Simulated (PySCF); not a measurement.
## [TaF4(H2S)]+ at several levels of theory

Computed with PySCF 2.14.0 (density fitting, no spin-orbit coupling) at the geometry relaxed with r2SCAN:

```xyz
8
[TaF4(H2S)]+ (singlet)
Ta   -0.0314    0.3285    0.0092
F     0.0166   -0.0923    1.7929
F     1.4766    0.1008   -1.0145
F     0.0112    2.1556    0.1338
F    -1.6591    0.1514   -0.8181
S     0.0821   -2.4255   -0.2061
H    -1.1798   -2.7985    0.1307
H    -0.1249   -2.5723   -1.5396
```

| level | basis | state | HOMO (eV) | gap (eV) | charge on Ta1 (e) | dipole about the centre of mass (D) | largest force component (eV/Å) |
| --- | --- | --- | --- | --- | --- | --- | --- |
| r2SCAN | Ta def2-SVP with ECP60, F def2-SVP, S def2-SVP, H def2-SVP | singlet | -13.63 | 4.33 | 1.59 | 4.71 | 0.05 |
| wB97X | the same | singlet | -17.03 | 10.73 | 1.64 | 4.76 | 0.29 |
| r2SCAN | Ta def2-TZVP with ECP60, F def2-TZVP, S def2-TZVP, H def2-TZVP | singlet | -13.57 | 4.52 | 1.75 | 4.83 | 0.31 |
| r2SCAN | Ta x2c-SVPall, F x2c-SVPall, S x2c-SVPall, H x2c-SVPall | singlet | -13.73 | 4.04 | 1.50 | 4.91 | 1.05 |

Charges are Mulliken's, which hang on the basis. The relaxation used the grid (50, 194), these runs (75, 302) or, all-electron (x2c bases, spin-free X2C Hamiltonian), (99, 590).

A further run in the first row's basis gives HOMO (eV) -13.60, gap (eV) 4.24, charge on Ta1 (e) 1.80, dipole about the centre of mass (D) 4.56, largest force component (eV/Å) 0.21. Which level was it?
A. revPBE
B. M06-L
C. TPSS

B. The others give HOMO -13.39 eV (TPSS); -13.18 eV (revPBE).

In the first row's basis the gap widens with exact exchange: 4.0 to 4.3 eV for revPBE, TPSS, M06-L, r2SCAN (none); 10.7 eV for wB97X (rising or full at long range).

No frequency check is given that shows the relaxed geometry to be a minimum.
